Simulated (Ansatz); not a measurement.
CH₄BBrS, SMILES `CB(S)Br`, charge 0, multiplicity 1.

Task: Give a relaxed structure at PBE0-D4/def2-TZVP (Ansatz). (Best estimate.)

Result: Computed: 
Z-matrix (Å, degrees):
```
C
B 1 1.556
H 1 1.091 2 114.0
H 1 1.095 2 109.8 3 122.0
H 1 1.095 2 109.8 3 -122.0
S 2 1.785 1 126.2 3 0.0
Br 2 1.930 1 119.2 3 -180.0
H 6 1.345 2 96.9 1 0.0
```
Point group Cs.
